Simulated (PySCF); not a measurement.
Isomers of C4H7ClSi, one GFN2-xTB conformer each. Single-point energies are computed at PBE0/pcSseg-1 (PySCF, gas phase, no added dispersion term), electronic only.

```json
{"SMILES": "ClCC1=CC[SiH2]1", "GFN2-xTB relative energy (kJ/mol)": "102.6"}
{"SMILES": "ClC1=CC[SiH2]C1", "GFN2-xTB relative energy (kJ/mol)": "0.0"}
```

Conformers: `[Cl:1][CH2:2][C:3]1=[CH:4][CH2:5][SiH2:6]1` with Cl1–C2–C3–C4 119°.

Question: What does PBE0/pcSseg-1 give for the same structures?

Answer: 
```json
{"SMILES": "ClC1=CC[SiH2]C1", "PBE0/pcSseg-1 E (Eh)": "-905.80504", "PBE0/pcSseg-1 (kJ/mol)": "0.0", "GFN2-xTB (kJ/mol)": "0.0", "point group": "Cs"}
{"SMILES": "ClCC1=CC[SiH2]1", "PBE0/pcSseg-1 E (Eh)": "-905.77110", "PBE0/pcSseg-1 (kJ/mol)": "89.1", "GFN2-xTB (kJ/mol)": "102.6", "point group": "C1"}
```

Both levels put the same isomer lowest. As drawn, the higher has a four-membered ring, which the lower lacks.

Question: Which frontier levels, dipoles and rotational constants go with these structures?

Answer: 
```
         SMILES  HOMO (eV, PBE0/pcSseg-1)  LUMO (eV)  dipole (D)     A, B, C (MHz)
ClC1=CC[SiH2]C1                     -6.99       0.31        1.91  5595, 1395, 1147
ClCC1=CC[SiH2]1                     -7.58      -0.42        2.21  4826, 1308, 1133
```
